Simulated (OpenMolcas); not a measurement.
# As+: the spin-orbit constant, worked from levels

| Property | Result |
| --- | --- |
| Program | OpenMolcas |
| Basis | ANO-R2 [6s5p4d3f1g] |
| Scalar Hamiltonian | X2C, finite nucleus |
| Active space | 4 electrons in 4 orbitals (4s 4p) |
| State averaging | 2S+1 = 3 even, 3 roots; 2S+1 = 1 even, 6 roots; 2S+1 = 5 odd, 1 root; 2S+1 = 3 odd, 9 roots; 2S+1 = 1 odd, 8 roots |
| Spin-orbit coupling | RASSI with atomic mean-field integrals over the reference wave functions, term energies averaged over their components |

Methods: CASSCF; SS-CASPT2, IPEA 0.25 Eh, imaginary shift 0.1 Eh (closed shells correlated: 3d). Measured levels: NIST Handbook of Basic Atomic Spectroscopic Data.

**The spin-orbit constant.** For the Hund term ³P of p2, E(J) = (A/2) J(J+1) + constant and ζ = 2S·A = 2A. From J = 0 to J = 2 the energy changes by 3 A.

```json
{"Source": "CASSCF", "E(2) - E(0)": "2279.5", "A": "759.8", "ζ": "1520"}
{"Source": "SS-CASPT2", "E(2) - E(0)": "2241.2", "A": "747.1", "ζ": "1494"}
{"Source": "measured", "E(2) - E(0)": "2541.3", "A": "847.1", "ζ": "1694"}
```

All in cm-1. SS-CASPT2 is off by -11.8 % and CASSCF by -10.3 %. Both methods take the spin-orbit matrix elements from the reference wave functions, so the second can move ζ only through the term energies and any multistate remixing. Second-order mixing with other terms is absorbed into this ζ.

Over all roots computed the reference weight is 0.86 to 0.96 in SS-CASPT2; the roots of lowest weight are the least certain, and an intruder state may touch them. Without dynamic correlation excited terms often stand tens of per cent too high (terms of higher spin than the ground term too low), and those without a measured partner can miss by more than the paired ones (holds for CASSCF). Computed and measured levels are paired by configuration, term and J; levels that our copy of the source lacks, or whose pairing is in doubt (as where it misses far off the trend of its configuration), stay unpaired and out of the deviations. Levels of configurations outside the active space are missing.
